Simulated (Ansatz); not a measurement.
`[CH3][GeH]([NH2])[F]` → `[F][GeH]` + CH₃NH₂ at 400 K and 1 bar (germylene formation by 1,1-elimination).

Calculated with Ansatz (gas phase, PBE0-D4/def2-TZVP geometries, no zero-point term in ΔE). CBS: MP2 limit from def2 TZ/QZ plus the TZ coupled-cluster correction, frozen cores. For Ge outer-core shells are correlated without core-valence functions, which leaves a few kJ/mol of doubt a bond. Scalar relativity is left out up to krypton. One conformer a species, not always the lowest.

```tsv
species	CCSD(T)/CBS energy (Eh)	H − E (kJ/mol)	S (J/(mol·K))
`[CH3][GeH]([NH2])[F]`	-2272.33936	223.4	369.4
`[F][GeH]`	-2176.50038	34.5	264.7
CH₃NH₂	-95.75281	185.4	256.0
```

H − E and S are ideal-gas, rigid-rotor, harmonic terms from PBE0-D4/def2-TZVP, for one conformer and one mirror image of each species. 1 Eh = 2625.50 kJ/mol, R = 8.31446 J/(mol·K).

Question: By hand: ΔE, ΔH, ΔS and ΔG.

Answer: ΔE = (-2176.50038) + (-95.75281) − (-2272.33936) = 0.08617 Eh = 226.2 kJ/mol. Δ(H − E) = 34.5 + 185.4 − 223.4 = -3.5, so ΔH = 222.7 kJ/mol. ΔS = 264.7 + 256.0 − 369.4 = 151.3 J/(mol·K). ΔG = 222.7 − 400 × (151.3)/1000 = 162.2 kJ/mol.

Question: By hand: the equilibrium constant, and the temperature at which ΔG would vanish if ΔH and ΔS stayed fixed.

Answer: log₁₀ K = −ΔG/(RT ln 10) = -21.2. ΔG = 0 at ΔH/ΔS = 1472 K.

The number of gas molecules changes by +1, which sets the sign of ΔS. A doubt of 5 kJ/mol in ΔE shifts log₁₀ K by 0.7 here. Other conformers and mirror images would add mixing entropy, several J/(mol·K) or more a flexible species. These are equilibria of isolated gas molecules and say nothing of rates. Largest T1 diagnostic: 0.014 (customary marks: 0.02 for closed shells, 0.045 for open ones).
